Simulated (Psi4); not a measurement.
A dimer, Cl2 ··· Cl2 (SMILES ClCl and ClCl), singlet; the first 2 atoms form monomer A.

```
4

Cl     1.0067     0.0000     0.0000
Cl    -1.0067     0.0000     0.0000
Cl    -3.7070     0.4109     0.0746
Cl    -4.0562     2.3883     0.2232
```

What interaction energy does SAPT0/jun-cc-pVDZ, frozen core (Psi4 1.11) give, and which attractive term is the largest?

Total 19.67 kJ/mol: electrostatics -32.69, exchange 83.86, induction -17.02, dispersion -14.48. The most attractive term is electrostatics.
